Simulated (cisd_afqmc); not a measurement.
Input (AFQMC/CISD/cc-pVDZ; cisd_afqmc is a phaseless AFQMC code with CISD trial states that reads the integrals written by Ansatz):

Ansatz 0.2 input:
```python
import cisd_afqmc

open("ham.yaml", "w").write("""\
crystal:
  periodic: [false, false, false]
  atoms:
    - {symbol: O, position_ang: [-0.00000000, -0.00000000, -1.33415556]}
    - {symbol: Se, position_ang: [0.00000000, 0.00000000, 0.31391896]}
basis:
  gaussian:
    orbitals: cc-pVDZ
magnetization: {spin_polarized: true, initial_magnetization: 2}
correlation: {method: ccsd, electrons: outside_noble_gas, hamiltonian_folder: ham}
""")
rep = cisd_afqmc.ansatz("ham.yaml")
e_ccsd = rep["correlation"]["coupled_cluster"]["energy"]["hartree"]
out = cisd_afqmc.run("ham", e_ccsd, trial="CISD", walkers=200, populations=8, threads=8, dt=0.005, steps=40, early=24, settle=10, least=32,
    cut=5e-5, rank_cut=2e-4, target=0.0004, seconds=1500, seed=1, memory=17280, gpu=False)
```

Output:

```
orbitals 26, occupied [7, 5], factors 134 of 457, rank of the doubles 167 of 238
E(HF) = -2474.617386
E(CCSD) on the cut factors = -2474.913743, shift to the whole factors 0.000002
Energy of the trial state on the determinant = -2474.913816
  tau behind 7.2 of longer steps, mean of the populations' last blocks
   2.0  -2474.92578
   4.0  -2474.92456
   6.0  -2474.92357
   8.0  -2474.92481
  10.0  -2474.92503
blocks 388 (0 outliers left out), error by blocks joined: 1: 0.00022, 2: 0.00026, 4: 0.00030, 8: 0.00035, 16: 0.00039
E(AFQMC/CISD) = -2474.92441 +/- 0.00039
```

The determinant is spin-contaminated: <S^2> is 2.04, 0.04 over the pure value.
